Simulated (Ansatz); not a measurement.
A structure relaxed at PBE-D4/def2-SVP in Ansatz, charge 0, singlet:

```xyz
68

Si    1.654    1.391   -3.398
Si    0.247    3.773   -0.735
Si   -1.758   -0.401   -3.601
Si   -3.171    1.976   -0.936
Si    2.015    4.158    2.690
Si    3.422    1.768   -0.010
Si    0.031   -0.033   -0.227
Si    3.214   -2.058    0.519
Si    1.800    0.338    3.150
Si    1.446   -2.426   -2.870
Si   -0.166   -3.835    0.318
Si   -1.377    2.344    2.426
Si   -4.799    0.577    2.285
Si   -1.582   -1.441    2.949
Si   -3.376   -1.807   -0.414
Si    1.600   -3.466    3.744
Si    3.752    1.591   -2.337
Si    2.322    3.815    0.382
Si    0.702    3.519   -3.033
Si   -3.004    1.572   -3.252
Si    0.344   -0.368   -2.530
Si   -1.067    2.015    0.115
Si   -3.202   -2.062   -2.751
Si   -4.477    0.240   -0.021
Si    3.526   -2.556   -1.763
Si    0.706    2.390    3.525
Si    2.122    0.001    0.842
Si   -1.273   -1.784    0.640
Si    1.909   -3.794    1.435
Si    0.500   -1.408    4.050
Si    0.277   -4.261   -1.957
Si   -2.687    0.605    3.323
H     1.854    1.172   -4.881
H    -0.479    5.077   -0.490
H    -1.553   -0.616   -5.083
H    -3.856    3.301   -0.688
H     1.319    5.477    2.926
H     3.354    4.187    3.388
H     4.755    1.771    0.704
H     4.550   -2.009    1.227
H     3.155    0.357    3.821
H     1.646   -2.639   -4.354
H    -1.023   -4.939    0.896
H    -2.084    3.666    2.627
H    -5.510    1.889    2.519
H    -5.643   -0.538    2.856
H    -2.422   -2.576    3.489
H    -4.194   -2.936    0.171
H     2.937   -3.449    4.445
H     0.768   -4.589    4.317
H     4.374    2.883   -2.815
H     4.689    0.465   -2.683
H     3.160    4.928   -0.208
H     1.744    4.546   -3.413
H    -0.522    3.760   -3.874
H    -2.436    2.757   -3.984
H    -4.398    1.318   -3.778
H    -4.569   -1.811   -3.345
H    -2.776   -3.454   -3.130
H    -5.807    0.212   -0.740
H     4.574   -1.675   -2.388
H     3.996   -3.989   -1.863
H     0.472    2.555    5.009
H     2.615   -5.107    1.180
H     0.271   -1.140    5.520
H    -0.979   -4.588   -2.718
H     1.196   -5.459   -2.032
H    -2.829    0.819    4.813
```

Q: Give its formula.

A: Si32H36, a nanocrystal cut from cubic silicon.

Q: Summarise the bond lengths by kind (pairs closer than 1.2 times the sum of covalent radii, bridged metal pairs left out).

A: 46 × Si–Si 2.35 to 2.36 Å; 36 × H–Si 1.50 to 1.51 Å.

Single mean-field runs in def2-SVP are fitted with def2-universal-jkfit.
